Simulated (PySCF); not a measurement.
Br2GaH2N. Atoms are numbered in the order given.

```xyz
6

Ga     0.0000     0.0000    -0.5661
Br     0.0000     1.9702     0.5697
Br     0.0000    -1.9702     0.5697
N      0.0000     0.0000    -2.3571
H      0.0000    -0.8470    -2.9142
H      0.0000     0.8470    -2.9142
```
Charge 0, spin multiplicity 1.

The structure is a stationary point at r2SCAN-D4/def2-SVP. The structure was generated by enumeration; whether it is a known compound was not checked. The values are those of a single conformer.

Level of theory: PBE/def2-TZVP in PySCF.

Atomic charges (e):

| atom | Löwdin | meta-Löwdin |
|---|---|---|
| Ga1 | -0.47 | 0.58 |
| Br2 | 0.21 | -0.22 |
| Br3 | 0.21 | -0.22 |
| N4 | -0.27 | -0.63 |
| H5 | 0.16 | 0.25 |
| H6 | 0.16 | 0.25 |
